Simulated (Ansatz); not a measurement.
Basis-set extrapolation for C2H5NO2Si (PBE0-D4/def2-TZVP geometry, frozen core, the Gaussian-basis code of Ansatz). Multiplicity 1, RHF reference.

```csv
,def2-TZVPP,def2-QZVPP
HF,-571.981974,-572.004787
MP2 correlation,-1.108883,-1.191490
CCSD(T) correlation,-1.179811,not run
```

Energies in hartree. Use E(X) = E(∞) + A·exp(−7.88·√X) for Hartree–Fock and E(X) = E(∞) + B·X^(−2.97) for correlation, with X = 3 and 4, and add CCSD(T) minus MP2 of the smaller set to the MP2 limit.

What is the CCSD(T) energy at the basis-set limit?

HF limit: -572.004787 + (-0.022813) × 0.13774 = -572.00793. MP2 limit: -1.191490 + (-0.082607) × 0.74074 = -1.25268. Higher-order term: -1.179811 − (-1.108883) = -0.07093. Total: -573.33154 hartree, 106.5 kcal/mol below CCSD(T)/def2-TZVPP.
